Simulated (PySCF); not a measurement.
NbCl₄, SMILES [Cl][Nb]([Cl])([Cl])[Cl] (connectivity only; charge and spin as stated), neutral, multiplicity 2.

Geometry: PBE-D3(BJ)/def2-SVP. The spin state was assumed, not searched. The isomer is the one that the SMILES or the coordinates give; other isomers of the formula were not compared. The def2 effective core potentials stand for the cores of Nb; spin–orbit coupling is left out.

Calculation: CAM-B3LYP/def2-TZVP (PySCF).

The molecule is in vacuum.

```json
{
  "total_energy": "-1898.08955 hartree",
  "point_group": "D2d",
  "α spin, highest occupied and lowest empty level": "-8.03 and -2.85 eV",
  "β spin, highest occupied and lowest empty level": "-10.97 and -2.49 eV",
  "dipole_moment": "0.00 D",
  "quadrupole, principal values (traceless, Buckingham form, about the centre of nuclear charge)": "-0.58, -0.58, 1.16 D·Å",
  "mean_static_polarisability": "92.2 bohr³ (13.66 Å³)",
  "polarisability_principal_values": "86.1, 95.2, 95.2 bohr³",
  "⟨S²⟩": "0.753 (pure state 0.75)"
}
```
